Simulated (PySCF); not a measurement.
Species: Si(SH)2Me2, C₂H₈S₂Si.
Geometry (PBE0-D3(BJ)/def2-SVP, Å), atoms numbered from 1 in this order:
```xyz
13
C2H8S2Si angstrom
Si     0.2077   -0.0035    0.1543
S      0.1525    0.0490    2.3094
H      0.9434   -1.0352    2.4652
S      2.2395   -0.0455   -0.5648
H      2.6204    1.0557    0.1191
C     -0.6964    1.5412   -0.3866
H     -0.1973    2.4471   -0.0118
H     -1.7310    1.5340   -0.0084
H     -0.7237    1.5901   -1.4860
C     -0.5728   -1.5566   -0.5344
H     -1.6282   -1.6159   -0.2278
H     -0.0561   -2.4576   -0.1710
H     -0.5274   -1.5547   -1.6351
```

The closed-shell ground state was solved at several levels (PySCF, density fitting, gas phase, non-relativistic).

```json
{"level": "PBE0/def2-SVPD", "basis functions": "182", "total energy (Eh)": "-1166.1165", "HOMO (eV)": "-7.16", "LUMO (eV)": "-0.05", "gap (eV)": "7.11", "dipole (D)": "1.16"}
{"level": "PBE0/pcSseg-1", "basis functions": "146", "total energy (Eh)": "-1166.4387", "HOMO (eV)": "-7.19", "LUMO (eV)": "0.23", "gap (eV)": "7.42", "dipole (D)": "1.04"}
```

Question: What might wB97X-D/pcSseg-1 (146 basis functions) give for the same quantities?

Answer: Total energy -1166.9091 Eh, HOMO -9.06 eV, LUMO 1.98 eV, gap 11.04 eV, dipole 1.08 D.

Question: Over all these levels, which gives the widest orbital gap and which the narrowest?

Answer: wB97X-D/pcSseg-1 (range-separated hybrid) has the widest, 11.04 eV, and PBE0/def2-SVPD (global hybrid, 25 % exact exchange) the narrowest, 7.11 eV. Functional and basis both differ between the two, so the spread mixes both effects.

Question: How far do the dipole and the HOMO energy spread over the levels?

Answer: The dipole runs from 1.04 to 1.16 D (mean 1.09 D) and the HOMO from -9.06 to -7.16 eV.

One conformer stands for the species.

The pairwise dispersion term of wB97X-D wasn't added to the energies; at a given geometry it leaves orbitals and properties as they are.
